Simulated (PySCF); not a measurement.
## Predicted spectroscopic data

PySCF 2.14 calculation with GFN2-xTB structure and shielding tensors at PBE0/pcSseg-1 (GIAO); gas phase, non-relativistic Hamiltonian, one computed conformer, averaged over atoms made equivalent by symmetry, fast rotation or ring inversion.

References, each an isolated molecule treated in the same way: 1H (31.72 ppm) and 13C (186.93 ppm) vs TMS. Splittings of carbon signals by F and P are missing where no couplings were computed. Where no couplings were computed, multiplicities follow the n + 1 count of equivalent neighbours, and m marks all less simple cases (inequivalent or close neighbours, rings, F or P nearby). Shifts are as computed. Against solution values, carbons near 30 ppm lie about +3 ppm off and those near 130 ppm about +5 ppm; carbons on Cl a further +6 ppm. Of 1211 compounds with measured shifts, 218 miss one by over three times the rms of a fit or turn the order of signals round; such compounds aren't used in these exercises. Carbons bonded to Cl come out too deshielded.

**1.** SMILES [SiH3]N([C@](C#C)(C)[SiH2]C)[SiH3], C5H15NSi3. 1H NMR (500 MHz, computed): δ 4.84 (s, 6H), 4.50 (m, 1H), 4.26 (m, 1H), 2.31 (s, 1H), 1.84 (s, 3H), 0.27 (m, 3H). 13C{1H} NMR (computed): δ 92.3, 85.8, 42.5, 30.4, -7.5.

**2.** `C=C1CCC[C@H](C)C1`, C8H14. 1H NMR (500 MHz, computed): δ 4.96 (m, 1H), 4.96 (m, 1H), 2.29 (m, 1H), 2.24 (m, 1H), 1.98 (m, 1H), 1.88 (m, 1H), 1.74 (m, 1H), 1.65 (m, 1H), 1.36 (m, 1H), 1.28 (m, 1H), 1.01 (d, 3H), 0.93 (m, 1H). 13C{1H} NMR (computed): δ 158.5 (C), 112.8 (CH2), 48.2 (CH2), 39.8 (CH), 39.6 (CH2), 38.9 (CH2), 32.7 (CH2), 25.3 (CH3).

**3.** `C=C(/C=C(/F)Cl)CF`, C5H5ClF2. 1H NMR (500 MHz, computed): δ 6.39 (m, 1H), 5.81 (m, 1H), 5.67 (m, 2H), 5.52 (m, 1H). 13C{1H} NMR (computed): δ 158.9 (C), 144.3 (C), 122.9 (CH2), 115.1 (CH), 86.6 (CH2).
